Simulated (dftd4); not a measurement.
AlF4 (SMILES [F][Al-]([F])([F])[F]), charge -1, singlet, at a GFN2-xTB geometry (such geometries of metal compounds can be far from the true shape); D4 for hf (dftd4).

dftd4 was given this input:
```
$ dftd4 mol.xyz --func hf --charge -1 --json dftd4.json --noedisp --grad

# file mol.xyz
5

Al    -0.00000000     0.00000000    -0.00000000
F      1.58679882    -0.29963334    -0.47610446
F      0.00001338     0.79617763     1.48340395
F     -0.75975736     0.96255905    -1.15353150
F     -0.82705485    -1.45910335     0.14623202
```

Task: What does dftd4 print? Leave out banner, timings and long lists.

Result: 
```
                    ____  _____ _____     ____  _  _
      -------------|  _ \|  ___|_   _|---|  _ \| || |------------
     |             | | | | |_    | | ___ | | | | || |_           |
     |             | |_| |  _|   | ||___|| |_| |__   _|          |
     |             |____/|_|     |_|     |____/   |_|            |
     |             ===================================           |
     |            E. Caldeweyher, S. Ehlert & S. Grimme          |
     |          Mulliken Center for Theoretical Chemistry        |
     |                    University of Bonn                     |
      -----------------------------------------------------------

Rational (Becke-Johnson) damping: hf-D4-ATM
---------------------
  s6         1.0000
  s8         1.6168
  s9         1.0000
  a1         0.4496
  a2         3.3574
 alp        16.0000
--------------------

Dispersion energy:      -1.0914823946465E-02 Eh

Gradient norm:           2.4231915582505E-03 Eh/a0
--------------------------------------------------
     #    Z           dE/dx      dE/dy      dE/dz
--------------------------------------------------
     1   13 Al    4.818E-13  3.565E-13 -6.683E-13
     2    9 F     1.142E-03 -2.156E-04 -3.426E-04
     3    9 F     9.631E-09  5.730E-04  1.068E-03
     4    9 F    -5.468E-04  6.927E-04 -8.302E-04
     5    9 F    -5.952E-04 -1.050E-03  1.052E-04
--------------------------------------------------

Virial:
--------------------------------------------------
      component           x          y          z
--------------------------------------------------
          x       5.140E-03  7.503E-13 -1.647E-12
          y       7.503E-13  5.140E-03 -3.832E-12
          z      -1.647E-12 -3.832E-12  5.140E-03
--------------------------------------------------

[Info] Dispersion results written to 'dftd4.txt'
[Info] JSON dump of results written to 'dftd4.json'
```
